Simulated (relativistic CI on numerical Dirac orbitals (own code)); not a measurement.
**Energy levels of Ir⁵²⁺**

These numbers are calculated, not measured: Dirac-Coulomb-Breit CI, separate exchange-only KLI orbitals for each configuration, model QED, unscaled Slater integrals (own radial code, finite nucleus).

CI space (outside the closed core [Ne]): 3s2 3p6 3d7, 3s2 3p5 3d8, 3s2 3p4 3d9, 3s 3p6 3d8, 3p6 3d9, 3s 3p5 3d9, 3s2 3p6 3d6 4s, 3s2 3p6 3d6 4p, 3s2 3p4 3d8 4s, 3s2 3p6 3d6 4d, 3s2 3p4 3d8 4p, 3s2 3p5 3d7 4s, 3s2 3p6 3d6 4f, 3s2 3p5 3d7 4p, 3s2 3p6 3d5 4s2, 3s 3p6 3d7 4s. Levels of other configurations are missing.

The lowest level is 3s2 3p6 3d7 4F_9/2, with 57 % of that term; Hund's rules for 3s2 3p6 3d7 give 4F with J = 9/2, in agreement.

| No. | Configuration | Term | J | E (10³ cm⁻¹) | % | Lifetime (s) |
| --- | --- | --- | --- | --- | --- | --- |
| 1 | 3s2 3p6 3d7 | 4F | 9/2 | 0.0 | 57 |  |
| 2 | 3s2 3p6 3d7 | 2P | 3/2 | 108.5 | 50 |  |
| 3 | 3s2 3p6 3d7 | 2D | 5/2 | 170.3 | 52 | 3.27e-02 |
| 4 | 3s2 3p6 3d7 | 4F | 7/2 | 644.9 | 84 | 1.44e-07 |
| 5 | 3s2 3p6 3d7 | 4F | 9/2 | 703.0 | 37 | 2.50e-07 |
| 6 | 3s2 3p6 3d7 | 4P | 3/2 | 730.3 | 36 | 1.62e-07 |
| 7 | 3s2 3p6 3d7 | 4P | 5/2 | 750.1 | 57 | 2.83e-07 |
| 8 | 3s2 3p6 3d7 | 2P | 1/2 | 759.5 | 50 | 2.15e-07 |
| 9 | 3s2 3p6 3d7 | 2H | 11/2 | 775.3 | 100 | 2.95e-06 |
| 10 | 3s2 3p6 3d7 | 2F | 7/2 | 835.6 | 55 | 1.19e-06 |
| 11 | 3s2 3p6 3d7 | 2F | 5/2 | 873.9 | 61 | 5.60e-07 |
| 12 | 3s2 3p6 3d7 | 2D | 3/2 | 1029.8 | 89 | 3.83e-07 |
| 13 | 3s2 3p6 3d7 | 4F | 5/2 | 1351.1 | 65 | 7.70e-08 |
| 14 | 3s2 3p6 3d7 | 4P | 3/2 | 1387.0 | 38 | 9.53e-08 |
| 15 | 3s2 3p6 3d7 | 2H | 9/2 | 1427.6 | 58 | 1.48e-07 |
| 16 | 3s2 3p6 3d7 | 4P | 1/2 | 1434.4 | 50 | 1.24e-07 |
| 17 | 3s2 3p6 3d7 | 2G | 7/2 | 1452.7 | 44 | 1.46e-07 |
| 18 | 3s2 3p6 3d7 | 2D | 5/2 | 1666.0 | 68 | 1.15e-07 |
| 19 | 3s2 3p6 3d7 | 2D | 3/2 | 2109.9 | 51 | 5.73e-08 |
| 20 | 3p5 3d8(3F) | 4G° | 11/2 | 3556.1 | 90 | 7.35e-12 |
| 21 | 3p5 3d8(1D) | 2D° | 5/2 | 3657.9 | 57 | 2.03e-12 |
| 22 | 3p5 3d8(1D) | 2F° | 7/2 | 3668.3 | 55 | 3.58e-12 |
| 23 | 3p5 3d8(3F) | 4F° | 9/2 | 3724.4 | 58 | 7.61e-13 |
| 24 | 3p5 3d8(1D) | 2P° | 1/2 | 3824.6 | 50 | 6.27e-13 |
| 25 | 3p5 3d8(3F) | 4D° | 7/2 | 3940.2 | 48 | 3.61e-13 |
| 26 | 3p5 3d8(1S) | 2P° | 3/2 | 3944.6 | 54 | 1.41e-12 |
| 27 | 3p5 3d8(3F) | 2D° | 5/2 | 3963.7 | 55 | 6.60e-13 |
| 28 | 3p5 3d8(1S) | 2P° | 3/2 | 4032.8 | 42 | 3.99e-13 |
| 29 | 3p5 3d8(3F) | 4G° | 9/2 | 4275.3 | 66 | 2.15e-12 |
| 30 | 3p5 3d8(3P) | 4D° | 7/2 | 4324.2 | 33 | 1.44e-12 |

Energies count from the lowest computed level; ° marks odd parity; lifetimes are radiative, by E1, M1, E2, M2 decay to levels of this space only; some are left blank where a channel outside the calculation adds to the decay or the decay crosses a small, uncertain gap. Percentages are summed over parent terms; the parents shown are those of the largest component, closed shells are left out there.

The mean weight of the leading LS term, summed over parents, in these 30 levels is 57 %, and that of the leading jj configuration (from the same eigenvectors) 98 %, so jj coupling describes them better and the LS labels are nominal.

At this charge energies of transitions that change n are usually good to better than 1 %, and those within a shell (Δn = 0) to a few per cent.

LS names give the leading component of a level, which can be under half, so a name can repeat, a term be missing and a line seem to break the LS rules.
